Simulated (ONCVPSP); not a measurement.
Debugging a pseudopotential input (Te, ONCVPSP 4.0.1)

Command:

```bash
oncvpsp.x < Te.dat > Te.out
```

Input:

```
# ATOM AND REFERENCE CONFIGURATION
# atsym  z   nc   nv     iexc    psfile
  Te 52.00    6    5  -116133      upf
#
#   n    l    f
    1    0    2.00
    2    0    2.00
    2    1    6.00
    3    0    2.00
    3    1    6.00
    3    2   10.00
    4    0    2.00
    4    1    6.00
    4    2   10.00
    5    0    2.00
    5    1    4.00
#
# PSEUDOPOTENTIAL AND OPTIMIZATION
# lmax
    2
#
#   l,   rc,      ep,       ncon, nbas, qcut
    0    1.25    0.00    5    8    7.60
    1    1.15    0.00    3    8   13.20
    2    1.15    0.00    5    9   16.30
#
# LOCAL POTENTIAL
# lloc, lpopt,  rc(5),   dvloc0
    4    5    0.80    2.00
#
# VANDERBILT-KLEINMAN-BYLANDER PROJECTORs
# l, nproj, debl
    0    2    0.50
    1    2    2.10
    2    2    2.50
#
# MODEL CORE CHARGE
# icmod, fcfact, rcfact
    0    0.00    0.00
#
# LOG DERIVATIVE ANALYSIS
# epsh1, epsh2, depsh
   -8.00    5.00    0.04
#
# OUTPUT GRID
# rlmax, drl
    6.00    0.50
#
# TEST CONFIGURATIONS
# ncnf
    4
# nvcnf
#   n    l    f
    5
    4    0    2.00
    4    1    6.00
    4    2   10.00
    5    0    2.00
    5    1    3.00
#
    5
    4    0    2.00
    4    1    6.00
    4    2   10.00
    5    0    2.00
    5    1    2.00
#
    5
    4    0    2.00
    4    1    6.00
    4    2   10.00
    5    0    2.00
    5    1    1.00
#
    5
    4    0    1.00
    4    1    6.00
    4    2   10.00
    5    0    2.00
    5    1    4.00
#
```

This is an input that runs to its end, with one change: drl set to 0.5 bohr.

**Question.** How does the run end?

**Answer.** The program runs through. Ghost flags: GHOST(+) s at 215.9 eV; the largest excitation error among the 4 tests with output is 219 meV, as for the unchanged input.

```

Test configuration 3

   n   l     f        eae           eps        diff
   1   0  2.0000-1162.92594239
   2   0  2.0000 -179.31613391
   2   1  6.0000 -161.11409459
   3   0  2.0000  -36.59202126
   3   1  6.0000  -30.67598767
   3   2 10.0000  -21.72513572
   4   0  2.0000   -7.16884052   -7.16934787   -5.07D-04
   4   1  6.0000   -5.33331845   -5.33325779    6.07D-05
   4   2 10.0000   -2.65736727   -2.65720833    1.59D-04
   5   0  2.0000   -1.57266683   -1.57269325   -2.64D-05
   5   1  1.0000   -1.16369670   -1.16363004    6.67D-05

    Total energies and differences
      AE_ref= -6.79158533D+03  AE_tst= -6.78957591D+03  dif=  2.01D+00
      PS_ref= -2.67538152D+02  PS_tst= -2.65528333D+02  dif=  2.01D+00
      PSP excitation error= -4.00D-04

Test configuration 4

   n   l     f        eae           eps        diff
   1   0  2.0000-1162.61533582
   2   0  2.0000 -178.96933514
   2   1  6.0000 -160.76896218
   3   0  2.0000  -36.23204926
   3   1  6.0000  -30.31592332
   3   2 10.0000  -21.36553910
   4   0  1.0000   -6.71011515   -6.72065267   -1.05D-02
   4   1  6.0000   -4.85775295   -4.86222296   -4.47D-03
   4   2 10.0000   -2.14497995   -2.14543580   -4.56D-04
   5   0  2.0000   -0.94878020   -0.94930235   -5.22D-04
   5   1  4.0000   -0.55949934   -0.55961297   -1.14D-04

    Total energies and differences
      AE_ref= -6.79158533D+03  AE_tst= -6.78522333D+03  dif=  6.36D+00
      PS_ref= -2.67538152D+02  PS_tst= -2.61168107D+02  dif=  6.37D+00
      PSP excitation error= -8.04D-03
```
